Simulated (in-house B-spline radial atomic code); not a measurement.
Orbital energies and mean radii along the 10-electron series, configuration [He] 2s2 2p6. The effective charge is n√(-2ε), a non-relativistic measure. Computed with a radial B-spline atomic code at the basis-set limit: non-relativistic Hartree-Fock, average of the configuration, point nuclei.

| ion | Z | energy of 1s (Eh) | mean radius of 1s (bohr) | energy of 2s (Eh) | mean radius of 2s (bohr) | energy of 2p (Eh) | mean radius of 2p (bohr) | effective charge of 1s |
| --- | --- | --- | --- | --- | --- | --- | --- | --- |
| Ne | 10 | -32.772 | 0.15763 | -1.9304 | 0.89211 | -0.85041 | 0.96527 | 8.096 |
| Mg2+ | 12 | ? | ? | ? | ? | ? | ? | ? |
| Al3+ | 13 | -59.791 | 0.12026 | -6.151 | 0.61938 | -4.4722 | 0.59603 | 10.935 |
| Si4+ | 14 | -70.823 | 0.11142 | -8.0747 | 0.56149 | -6.1929 | 0.53059 | 11.901 |
| P5+ | 15 | ? | ? | ? | ? | ? | ? | ? |
| S6+ | 16 | -95.905 | 0.097122 | -12.682 | 0.47294 | -10.393 | 0.4358 | 13.85 |
| Cl7+ | 17 | -109.95 | 0.091258 | -15.364 | 0.43835 | -12.871 | 0.40027 | 14.829 |
| Ar8+ | 18 | ? | ? | ? | ? | ? | ? | ? |
| K9+ | 19 | -141.06 | 0.081415 | -21.483 | 0.38241 | -18.582 | 0.34433 | 16.796 |
| Ca10+ | 20 | -158.11 | 0.077246 | -24.918 | 0.35948 | -21.814 | 0.3219 | 17.783 |
| Sc11+ | 21 | -176.17 | 0.073481 | -28.605 | 0.33913 | -25.296 | 0.30224 | 18.771 |
| Ti12+ | 22 | -195.23 | 0.070064 | -32.542 | 0.32097 | -29.029 | 0.28487 | 19.76 |
| V13+ | 23 | -215.29 | 0.06695 | -36.73 | 0.30466 | -33.013 | 0.26939 | 20.75 |
| Cr14+ | 24 | -236.35 | 0.0641 | -41.168 | 0.28992 | -37.247 | 0.25553 | 21.742 |
| Mn15+ | 25 | -258.41 | 0.061482 | -45.857 | 0.27655 | -41.732 | 0.24302 | 22.734 |
| Fe16+ | 26 | -281.47 | 0.059069 | -50.796 | 0.26435 | -46.467 | 0.2317 | 23.726 |
| Co17+ | 27 | -305.54 | 0.056837 | -55.985 | 0.25319 | -51.452 | 0.22138 | 24.72 |

(1) Fill in the row of Mg2+.

(2) Fill in the row of P5+.

(3) Fill in the row of Ar8+.

(4) How does the screening of 1s change?

Results:

(1) energy of 1s (Eh): -49.769; mean radius of 1s (bohr): 0.1306; energy of 2s (Eh): -4.4829; mean radius of 2s (bohr): 0.69036; energy of 2p (Eh): -3.0062; mean radius of 2p (bohr): 0.68089; effective charge of 1s: 9.9768.

(2) energy of 1s (Eh): -82.861; mean radius of 1s (bohr): 0.10379; energy of 2s (Eh): -10.252; mean radius of 2s (bohr): 0.51344; energy of 2p (Eh): -8.1669; mean radius of 2p (bohr): 0.47843; effective charge of 1s: 12.873.

(3) energy of 1s (Eh): -125; mean radius of 1s (bohr): 0.086058; energy of 2s (Eh): -18.298; mean radius of 2s (bohr): 0.40848; energy of 2p (Eh): -15.601; mean radius of 2p (bohr): 0.37017; effective charge of 1s: 15.812.

(4) Z less the effective charge goes from 1.90 at Z = 10 to 2.28 at Z = 27.
